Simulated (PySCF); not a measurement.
## SiF₄ + H₂O → H₂SiO + 2 F₂

Level: PBE0 in the def2-TZVP basis family, all electrons, no relativity, computed in PySCF with density fitting; open shells unrestricted.

| species | state and structure | E (Eh) | ZPE (kJ/mol) | H(298 K) − H(0) (kJ/mol) | S° (J/(mol K)) |
| --- | --- | --- | --- | --- | --- |
| SiF₄ | singlet, Td, Si–F 1.562 Å (×4) | -688.83677 | 33.4 | 15.4 | 283.2 |
| H₂O | singlet, C2v, O–H 0.960 Å (×2); H–O–H 105.1° | -76.37736 | 56.5 | 9.9 | 188.7 |
| H₂SiO | singlet, C2v, Si–H 1.486 Å (×2), Si–O 1.516 Å; H–Si–H 111.9°, H–Si–O 124.0° (×2) | -365.73762 | 48.4 | 10.7 | 235.0 |
| F₂ | singlet, D∞h, F–F 1.376 Å | -199.40856 | 6.6 | 8.7 | 201.9 |

Problem. What is the electronic reaction energy?

Solution. At PBE0/def2-TZVP, ΔE = 1731.2 kJ/mol from the differences of the total energies times 2625.5, uphill. 

Problem. Add zero-point, thermal and entropy terms for 298.15 K and 1 bar.

Solution. ΔZPE = -28.3 and Δ[H(298) − H(0)] = 2.8 kJ/mol give ΔH° = 1705.7 kJ/mol. ΔS° = 166.9 J/(mol K), so ΔG° = 1705.7 − 298.15 × (0.1669) = 1656 kJ/mol.

The structures come from searches over a few start shapes, so lower isomers are not excluded.
